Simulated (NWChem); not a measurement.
System: C4H8S2; SMILES C1CSCSC1

The following NWChem deck was run.

```
start job
memory heap 200 mb stack 900 mb global 1100 mb
geometry units angstroms noautoz
  C     -1.681037    -0.302692     0.000000
  C     -1.068322     0.258085     1.276409
  S      0.673550    -0.191059     1.528586
  C      1.348899     0.503296     0.000000
  S      0.673550    -0.191059    -1.528586
  C     -1.068322     0.258085    -1.276409
  H     -1.589046    -1.400978     0.000000
  H     -2.759387    -0.062410     0.000000
  H     -1.165207     1.357913     1.305368
  H     -1.590445    -0.134556     2.161925
  H      1.230830     1.599997     0.000000
  H      2.425520     0.279334     0.000000
  H     -1.590445    -0.134556    -2.161925
  H     -1.165207     1.357913    -1.305368
end
basis spherical
  * library def2-svpd
end
dft
  xc b3lyp
  iterations 150
  semidirect filesize 400000000
  mulliken
end
task dft energy
```

Excerpt of the output:

```
             Northwest Computational Chemistry Package (NWChem) 7.3.0
             --------------------------------------------------------

 CS  symmetry detected

                             Geometry "geometry" -> ""
                             -------------------------

 Output coordinates in angstroms (scale by  1.889725989 to convert to a.u.)

  No.       Tag          Charge          X              Y              Z
 ---- ---------------- ---------- -------------- -------------- --------------
    1 C                    6.0000    -1.69394768    -0.29419771     0.00000000
    2 C                    6.0000    -1.07304824     0.25750365    -1.27640900
    3 S                   16.0000     0.66202692    -0.21722005    -1.52858600
    4 C                    6.0000     1.34751892     0.46712331     0.00000000
    5 S                   16.0000     0.66202692    -0.21722005     1.52858600
    6 C                    6.0000    -1.07304824     0.25750365     1.27640900
    7 H                    1.0000    -1.61812582    -1.39371830     0.00000000
    8 H                    1.0000    -2.76864567    -0.03807586     0.00000000
    9 H                    1.0000    -1.15374088     1.35863808    -1.30536800
   10 H                    1.0000    -1.60089169    -0.12741280    -2.16192500
   11 H                    1.0000     1.24559857     1.56544276     0.00000000
   12 H                    1.0000     2.42072821     0.22734513     0.00000000
   13 H                    1.0000    -1.60089169    -0.12741280     2.16192500
   14 H                    1.0000    -1.15374088     1.35863808     1.30536800

 Effective nuclear repulsion energy (a.u.)     377.4583804923

      Symmetry information
      --------------------

 Group name             Cs
 Group number              2
 Group order               2
 No. of unique centers    10

                                 NWChem DFT Module
                                 -----------------

 Summary of "ao basis" -> "ao basis" (spherical)
 ------------------------------------------------------------------------------
       Tag                 Description            Shells   Functions and Types
 ---------------- ------------------------------  ------  ---------------------
 C                         def2-svpd                 8       20   4s2p2d
 S                         def2-svpd                11       27   5s4p2d
 H                         def2-svpd                 4        8   2s2p

      Symmetry analysis of basis
      --------------------------

        a'        115
        a"         83

            General Information
            -------------------
          SCF calculation type: DFT
          Wavefunction type:  closed shell.
          No. of atoms     :    14
          No. of electrons :    64
           Alpha electrons :    32
            Beta electrons :    32
          Charge           :     0
          Spin multiplicity:     1
          Use of symmetry is: on ; symmetry adaption is: on
          Maximum number of iterations: 150
          AO basis - number of functions:   198
                     number of shells:    86
          Convergence on energy requested:  1.00D-06
          Convergence on density requested:  1.00D-05
          Convergence on gradient requested:  5.00D-04

              XC Information
              --------------
                         B3LYP Method XC Potential
                     Hartree-Fock (Exact) Exchange  0.200
                        Slater Exchange Functional  0.800 local
                    Becke 1988 Exchange Functional  0.720 non-local
              Lee-Yang-Parr Correlation Functional  0.810
                  VWN I RPA Correlation Functional  0.190 local

             Grid Information
             ----------------
          Grid used for XC integration:  medium
          Radial quadrature: Mura-Knowles
          Angular quadrature: Lebedev.
          Tag              B.-S. Rad. Rad. Pts. Rad. Cut. Ang. Pts.
          ---              ---------- --------- --------- ---------
          C                   0.70       49          12.0       434
          S                   1.00       88          13.0       590
          H                   0.35       45          13.0       434
          Grid pruning is: on
          Number of quadrature shells:   505
          Spatial weights used:  Erf1

      Superposition of Atomic Density Guess
      -------------------------------------

 Sum of atomic energies:        -949.19783694

      Non-variational initial energy
      ------------------------------

 Total energy =    -952.875902
 1-e energy   =   -2055.357480
 2-e energy   =     725.023197
 HOMO         =      -0.257651
 LUMO         =       0.023770

      Symmetry analysis of molecular orbitals - initial
      -------------------------------------------------

  Numbering of irreducible representations:

     1 a'          2 a"

  Orbital symmetries:

     1 a'          2 a"          3 a'          4 a"          5 a'
     6 a'          7 a'          8 a"          9 a'         10 a"
    11 a'         12 a"         13 a'         14 a"         15 a'
    16 a'         17 a"         18 a'         19 a"         20 a'
    21 a'         22 a'         23 a"         24 a'         25 a"
    26 a'         27 a"         28 a'         29 a"         30 a'
    31 a'         32 a"         33 a'         34 a"         35 a'
    36 a'         37 a"         38 a'         39 a"         40 a'
    41 a'         42 a"

------------------------------------------------------------
EAF file 0: "./job.aoints.0" size=611844096 bytes
------------------------------------------------------------
               write      read    awrite     aread      wait
               -----      ----    ------     -----      ----
     calls:     1167         0         0         0         0
   data(b): 6.12e+08  0.00e+00  0.00e+00  0.00e+00
   time(s): 0.00e+00  0.00e+00  0.00e+00  0.00e+00  0.00e+00
rate(mb/s): 0.00e+00  0.00e+00
------------------------------------------------------------

     ---------------------------------------------
      Total Density - Mulliken Population Analysis
     ---------------------------------------------

    Atom       Charge   Shell Charges
 -----------   ------   -------------------------------------------------------
    1 C    6     6.16   1.99  0.99 -0.24  0.09  2.00  1.07  0.03  0.22
    2 C    6     6.09   1.99  0.97 -0.12  0.06  1.89  1.17  0.04  0.08
    3 S   16    16.37   2.00  1.99  1.22  0.58  0.01  5.94  1.76  2.59  0.15  0.06  0.06
    4 C    6     5.89   1.99  0.96 -0.05 -0.02  1.80  1.17  0.04 -0.00
    5 S   16    16.37   2.00  1.99  1.22  0.58  0.01  5.94  1.76  2.59  0.15  0.06  0.06
    6 C    6     6.09   1.99  0.97 -0.12  0.06  1.89  1.17  0.04  0.08
    7 H    1     0.94   0.70  0.16  0.02  0.06
    8 H    1     0.88   0.69  0.16  0.02  0.01
    9 H    1     0.83   0.69  0.06  0.02  0.06
   10 H    1     0.90   0.69  0.12  0.02  0.06
   11 H    1     0.82   0.68  0.06  0.02  0.06
   12 H    1     0.95   0.68  0.16  0.02  0.09
   13 H    1     0.90   0.69  0.12  0.02  0.06
   14 H    1     0.83   0.69  0.06  0.02  0.06

   convergence    iter        energy       DeltaE   RMS-Dens  Diis-err
 ---------------- ----- ----------------- --------- --------- ---------
 d= 0,ls=0.0,diis     1   -953.2413694813 -1.33D+03  9.93D-03  6.40D-01
 d= 0,ls=0.0,diis     2   -953.2610437530 -1.97D-02  4.55D-03  3.85D-01
 d= 0,ls=0.0,diis     3   -953.2973145157 -3.63D-02  1.74D-03  1.07D-01
 d= 0,ls=0.0,diis     4   -953.3113916248 -1.41D-02  3.12D-04  1.40D-03
 d= 0,ls=0.0,diis     5   -953.3115601960 -1.69D-04  8.57D-05  1.71D-04
  Resetting Diis
 d= 0,ls=0.0,diis     6   -953.3115810495 -2.09D-05  2.55D-05  1.42D-05
 d= 0,ls=0.0,diis     7   -953.3115826830 -1.63D-06  1.81D-05  2.06D-06
 d= 0,ls=0.0,diis     8   -953.3115823274  3.56D-07  1.10D-05  4.62D-06
 d= 0,ls=0.0,diis     9   -953.3115829672 -6.40D-07  1.09D-06  2.69D-08

         Total DFT energy =     -953.311582967232
      One electron energy =    -2060.508657671763
           Coulomb energy =      805.812436271810
    Exchange-Corr. energy =      -76.073742059571
 Nuclear repulsion energy =      377.458380492291

 Numeric. integr. density =       64.000091707497

                  Occupations of the irreducible representations
                  ----------------------------------------------

                     irrep           alpha         beta
                     --------     --------     --------
                     a'               19.0         19.0
                     a"               13.0         13.0

                       DFT Final Molecular Orbital Analysis
                       ------------------------------------

 Vector   30  Occ=2.000000D+00  E=-3.167084D-01  Symmetry=a"
              MO Center=  4.0D-01, -1.5D-01, -9.5D-15, r^2= 4.6D+00
   Bfn.  Coefficient  Atom+Function         Bfn.  Coefficient  Atom+Function
  ----- ------------  ---------------      ----- ------------  ---------------
    74      0.255192   4 C  pz               53     -0.206431   3 S  py
    54     -0.206714   3 S  pz              100      0.206431   5 S  py
   101     -0.206714   5 S  pz               51     -0.180421   3 S  pz
    98     -0.180421   5 S  pz               50     -0.172505   3 S  py
    97      0.172505   5 S  py               43      0.167227   3 S  s

[...]
```

Level: B3LYP/def2-SVPD. Geometry: optimised at PBE0/def2-SVP.
